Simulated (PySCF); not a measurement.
## KSe⁻: frontier orbitals

RHF at R = 2.885 Å; K aug-cc-pVDZ-X2C, Se aug-cc-pVDZ-DK; spin-free X2C with a Gaussian nucleus (PySCF 2.14). State: ¹Σ⁺ (singlet), closed shell. Only the outer orbitals are listed, counted within each symmetry.

```json
{"orbital": "10σ", "occ.": "2", "ε (eV)": "-43.50", "on K (%)": "100", "main shells (%)": "100 K s"}
{"orbital": "5π", "occ.": "2", "ε (eV)": "-21.59", "on K (%)": "100", "main shells (%)": "100 K p"}
{"orbital": "5π", "occ.": "2", "ε (eV)": "-21.59", "on K (%)": "100", "main shells (%)": "100 K p"}
{"orbital": "11σ", "occ.": "2", "ε (eV)": "-21.51", "on K (%)": "98", "main shells (%)": "98 K p"}
{"orbital": "12σ", "occ.": "2", "ε (eV)": "-14.81", "on K (%)": "5", "main shells (%)": "95 Se s"}
{"orbital": "13σ", "occ.": "2", "ε (eV)": "-1.32", "on K (%)": "23", "main shells (%)": "77 Se p, 19 K s"}
{"orbital": "6π", "occ.": "2", "ε (eV)": "-1.27", "on K (%)": "7", "main shells (%)": "93 Se p"}
{"orbital": "6π", "occ.": "2", "ε (eV)": "-1.27", "on K (%)": "7", "main shells (%)": "93 Se p"}
{"orbital": "14σ", "occ.": "0", "ε (eV)": "1.58", "on K (%)": "99", "main shells (%)": "56 K p, 22 K s, 22 K d"}
{"orbital": "7π", "occ.": "0", "ε (eV)": "1.74", "on K (%)": "100", "main shells (%)": "62 K p, 38 K d"}
{"orbital": "7π", "occ.": "0", "ε (eV)": "1.74", "on K (%)": "100", "main shells (%)": "62 K p, 38 K d"}
```

**Question.** Which are the highest filled and the lowest empty level, where do they sit, and how wide is the gap?

**Answer.** Highest filled 6π at -1.27 eV (in %: 93 Se p); lowest empty 14σ at 1.58 eV (in %: 56 K p, 22 K s, 22 K d); the gap at RHF is 2.85 eV. An empty level above zero is unbound, and its energy depends on the basis.

```json
{"bond order (Mayer)": "1.31", "⟨S²⟩": "0.000", "charge on K (Mulliken, basis-dependent)": "0.22", "charge on K (Löwdin, basis-dependent)": "0.40", "dipole moment (positive dipole points towards Se; it is taken about the centre of mass and depends on that origin)": "-11.02 D", "polarisability along the bond": "425.8 bohr³", "polarisability across the bond": "225.8 bohr³"}
```
